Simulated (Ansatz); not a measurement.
F2I2Zr (`[F][Zr]([F])([I])[I]`) at its PBE0-D4/def2-TZVP geometry, where that method's forces vanish. Total charge 0; spin multiplicity 1. Zr, I takes the def2 core potential.

```xyz
5

F    -0.4072    1.9387    0.1828
Zr   -0.0299    0.1256   -0.1282
F    -0.0123   -0.1773   -1.9814
I     2.3846   -0.4847    0.9089
I    -1.9353   -1.4022    1.0180
```

(1) What forces (eV/Å) does ωB97M-V/def2-TZVPP give on these atoms in Ansatz? (Best estimate.)

Results:

(1) Computed: 
```
F1   0.003 -0.016 -0.014
Zr2 -0.006  0.023 -0.024
F3  -0.003  0.014  0.016
I4   0.041 -0.003  0.010
I5  -0.036 -0.019  0.012
```
